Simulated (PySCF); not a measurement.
S⁺: ionisation energy

S⁺ [Ne] 3s2 3p3 (4S) → S²⁺ [Ne] 3s2 3p2 (3P), as a difference of total energies. Calculation: PySCF 2.14, in x2c-TZVPPall (5s5p3d1f, 42 functions); the spin-free X2C one-electron Hamiltonian (Gaussian nucleus). Correlated levels: valence: [Ne] frozen; valence and next inner shell: 1s2 frozen. The calculations carry no spin-orbit coupling.

Task: Order these methods by the ionisation energy they give, lowest first.
A. ROHF
B. MP2 (valence)
C. wB97X-V
D. PBE0

Result: A (22.847 eV), C (23.143 eV), B (23.320 eV), D (23.375 eV).

A first-order spin-orbit estimate (lowest level to lowest level, LS coupling) adds -0.064 eV.

Errors of the correlated levels include the incompleteness of this basis and the frozen core.

For comparison: 23.338 eV (measured; NIST Atomic Spectra Database, ionization energies).
